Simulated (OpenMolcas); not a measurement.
Ru4+ among 4 point charges of -1 e arranged as a tetrahedron (Td).

```json
{"Program": "OpenMolcas 26.06", "Method": "SS-CASPT2, IPEA 0.25 Eh, imaginary shift 0.1 Eh (closed shells correlated: 4s 4p)", "Basis": "ANO-RCC-VTZP [7s6p4d2f1g]", "Scalar Hamiltonian": "DKH2, point nucleus", "Active space": "4 electrons in 5 orbitals (4d)", "State averaging": "2S+1 = 5 even, 5 roots; 2S+1 = 3 even, 45 roots; 2S+1 = 1 even, 50 roots", "Spin-orbit coupling": "RASSI with atomic mean-field integrals over the reference wave functions"}
```

All point charges move together. At R = 1.77 Å the first state of the same spin is 2910 cm-1, and at R = 1.87 Å it is 2330 cm-1.

Question: A third run gives 1670 cm-1. What distance was it run at?

Answer: With a power law R^-n the two known points give n = -ln(2330 / 2910) / ln(1.87 / 1.77) = 4.04. Then R = 1.77 × (2910 / 1670)^(1/4.04) = 2.031 Å. The run was at 2.04 Å, so the estimate is off by -0.009 Å.

Roots that are degenerate in the reference are averaged as groups; the widest CASPT2 spread within a group is 470 cm-1 (the 3-fold group of multiplicity 3 near 44200 cm-1 above the lowest state of its run, R = 1.77). Shifts and gaps below about the spread of the groups concerned are not significant. An orbital triplet at a regular site is open to Jahn-Teller coupling, which can distort the site and quench the lowest spin-orbit gaps and is left out. Point charges give a weaker field than real ligands, and real ions of this kind are as a rule low spin; the high spin found here belongs to the model. The ground term spreads over less than 5000 cm-1, several times less than with real ligands, so orbital moments are less quenched and χT lies further from the spin-only value than at real sites. Free-ion shares, where given, are those of the reference states; single-state CASPT2 does not remix them. Point charges carry no covalency, so the field is a model and not that of real ligands. No measured value stands beside these numbers.
